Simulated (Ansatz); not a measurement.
Computed with Ansatz on PBE0-D4/def2-TZVP structures; ΔE is electronic, products minus reactants. CCSD(T)/CBS adds triple-zeta CCSD(T) − MP2 to the extrapolated MP2 energy (def2 sets, frozen cores). This one scheme is used for every species. Functionals use def2-TZVPP. B3LYP here is the variant with VWN-RPA as its local correlation; programs differ in this. Each species was taken in one conformer, which may not be the lowest.

Consider the ligand exchange at the Si–S bond: `COCS[SiH3]` + `OB(S)S` → `[SiH3]OB(S)S` + `COCS`.

| level | ΔE (kJ/mol) | difference from CCSD(T)/CBS |
| --- | --- | --- |
| PBE-D4 | -17.8 | 14.4 |
| r2SCAN-D4 | -26.7 | 5.5 |
| PBE0-D4 | -21.8 | 10.4 |
| B3LYP-D4 | -35.2 | -3.0 |
| ωB97M-V | -30.5 | 1.7 |
| B2PLYP | -36.6 | -4.4 |
| HF/def2-TZVPP | -51.4 | -19.2 |
| MP2/def2-TZVPP | -31.5 | 0.7 |
| SCS-MP2/def2-TZVPP | -37.5 | -5.3 |
| CCSD/def2-TZVPP | -37.1 | -4.9 |
| CCSD(T)/def2-TZVPP | -33.7 | -1.5 |
| HF/def2-QZVPP | -53.6 | -21.4 |
| MP2/def2-QZVPP | -31.4 | 0.8 |
| SCS-MP2/def2-QZVPP | -37.2 | -5.0 |
| MP2/CBS(def2) | -30.0 | 2.2 |
| CCSD/CBS(def2) | -35.6 | -3.4 |
| CCSD(T)/CBS | -32.2 | 0 |

Largest T1 diagnostic among the species: 0.013.

In def2-TZVPP, CCSD(T) changes the Hartree–Fock value by +17.7 kJ/mol (the triples alone add +3.3 kJ/mol) and MP2 by +19.9 kJ/mol. From PBE to PBE0 (25 % exact exchange), in def2-TZVPP and without D4, ΔE moves by −3.7 kJ/mol.
